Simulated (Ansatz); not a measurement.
Geometry optimisation, Ansatz, RKS PBE-D4/def2-SVP.

Input file:

```yaml
crystal:
  periodic: [false, false, false]
  atoms:
    - { symbol: O, position_ang: [-0.6918, 1.2029, 0.5254] }
    - { symbol: B, position_ang: [-0.0391, -0.006, 0.2478] }
    - { symbol: O, position_ang: [1.2848, -0.2008, 0.7462] }
    - { symbol: Se, position_ang: [-0.8529, -1.4401, -0.8307] }
    - { symbol: H, position_ang: [-0.4996, 1.8275, -0.2654] }
    - { symbol: H, position_ang: [1.1892, -0.5972, 1.6507] }
    - { symbol: H, position_ang: [-0.3293, -0.8543, -2.1197] }
basis:
  gaussian: { orbitals: def2-SVP }
hamiltonian:
  xc: pbe
  dispersion: d4
relax:
  f_tol: 0.015
  max_steps: 40
```

Launched with:

```bash
$ ansatz run input.yaml --threads 1 --pin off --max-ram 2048MiB --backend cpu --events-out ev --progress --plain --runs-dir out
```

Question: Where does it end, and by what steps?

Answer: The forces met the threshold. After 20 steps the energy has fallen by 1.406 eV; O3 moved furthest, 0.75 Å.

```
step  energy less start (eV)  largest force component (eV/Å)  accepted
   0                  0.0000                           1.959       yes
   1                 -0.1486                           1.467       yes
   2                 -0.2766                           1.022       yes
   3                 -0.4494                           2.517       yes
   4                 -0.8401                           1.002       yes
   5                 -1.0773                           1.008       yes
   6                 -1.1264                           0.787       yes
   7                 -1.1674                           2.924       yes
   8                 -1.2825                           1.050       yes
   9                 -1.3492                           0.666       yes
  10                 -1.3590                           0.575       yes
  11                 -1.3990                           0.176       yes
  12                 -1.4008                           0.164       yes
  13                 -1.4048                           0.053       yes
  14                 -1.3976                           0.403        no
  15                 -1.4055                           0.024       yes
  16                 -1.4054                           0.099        no
  17                 -1.4058                           0.017       yes
  18                 -1.4059                           0.048       yes
  19                 -1.4053                           0.091        no
  20                 -1.4061                           0.011       yes
```

```xyz
7
Properties=species:S:1:pos:R:3
O -0.245 1.409 0.139
B 0.178 0.124 0.324
O 0.965 -0.111 1.416
Se -0.293 -1.403 -0.885
H -0.837 1.518 -0.622
H 1.281 -1.026 1.487
H -0.987 -0.578 -1.905
```

Time of the run: 52 s on 1 thread of Arm Neoverse V2 (shared host), peak memory 0.12 GiB.
